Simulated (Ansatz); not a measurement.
Consider the ligand exchange at the Al–O bond: `[OH][Al]([OH])[F]` + H–F → `[OH][Al]([F])[F]` + H₂O.

Calculated with Ansatz (gas phase, PBE0-D4/def2-TZVP geometries, no zero-point term in ΔE). CCSD(T)/CBS is the MP2 limit (def2-TZVPP, def2-QZVPP) plus CCSD(T) − MP2 in def2-TZVPP, frozen cores. This one scheme is used for every species. Functionals use def2-TZVPP. B3LYP here is the variant with VWN-RPA as its local correlation; programs differ in this. One conformer a species, not always the lowest.

Q: Is it downhill or uphill in electronic energy at CCSD(T)/CBS, and by how much? (Estimate.)

A: Computed: Downhill: ΔE = -11.0 kcal/mol.

Q: What do these levels give: BHLYP-D4, B2PLYP, PBE, revPBE, BLYP, PBE0, B3LYP, r2SCAN0, RPA@PBE/def2-TZVPP, CCSD(T)/def2-SVP, HF/def2-TZVPP, CCSD/def2-TZVPP? (Best estimate.)

A: The calculation gave: BHLYP-D4 -10.8, B2PLYP -10.9, PBE -10.6, revPBE -10.9, BLYP -11.3, PBE0 -10.5, B3LYP -11.1, r2SCAN0 -10.7, RPA@PBE/def2-TZVPP -10.6, CCSD(T)/def2-SVP -11.7, HF/def2-TZVPP -11.8, CCSD/def2-TZVPP -10.7 kcal/mol.

Q: What do rigid-rotor, harmonic-oscillator terms from PBE0-D4/def2-TZVP frequencies (298.15 K, 1 bar) make of the CCSD(T)/CBS value? (Best estimate.)

A: Ansatz gave: ΔZPE = +0.5 kcal/mol, ΔH = -10.5 kcal/mol, ΔS = 13 J/(mol·K), ΔG = -11.5 kcal/mol.

Largest T1 diagnostic among the species: 0.013.

Leaving LDA and LC-ωPBE aside and taking each functional with its dispersion term where it has one, the values, not all of them listed here, spread over 1.3 kcal/mol, from B97M-V to HSE06-D4. LDA lies +1.2 kcal/mol from PBE without D4. At CCSD(T), def2-SVP lies −0.7 kcal/mol from the extrapolated value and def2-TZVPP +0.5 kcal/mol.
